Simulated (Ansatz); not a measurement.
Which isomer of C2H2Te gives these data?

These gas-phase data were calculated for one isomer of C2H2Te at BLYP-D3(BJ)/def2-SVP (harmonic, unscaled wavenumbers; equilibrium rotational constants with average atomic masses):

| Item | Value |
| --- | --- |
| rotational constants | 175.6, 2.983, 2.933 GHz |
| all wavenumbers above 1500 cm⁻¹ | 3386, 2055, 1994 |

Candidates:

(1) `C=C=[Te]`, a singlet
(2) `C#C[TeH]`, a singlet
(3) `C1=C[Te]1`, a singlet

Q: Which candidate do the data belong to?

A: Candidate (2). The band at 3386 cm⁻¹ lies where the ≡C–H stretch is expected; (1), (3) have no mode between 3300 and 3560 cm⁻¹.

The same quantities for all candidates:

|  | rotational constants (GHz) | wavenumbers above 1500 cm⁻¹ | E above the lowest, BLYP-D3(BJ)/def2-SVP (kcal/mol) |
| --- | --- | --- | --- |
| (1) | 281.4, 2.964, 2.933 | 3104, 3027, 1688 | 0.0 |
| (2) | 175.6, 2.983, 2.933 | 3386, 2055, 1994 | 15.2 |
| (3) | 33.57, 4.796, 4.196 | 3223, 3172, 1679 | 16.3 |

Harmonic stretches to hydrogen usually lie a few per cent above observed fundamentals. Atoms past krypton carry core potentials. Programs: Ansatz 0.2.0.
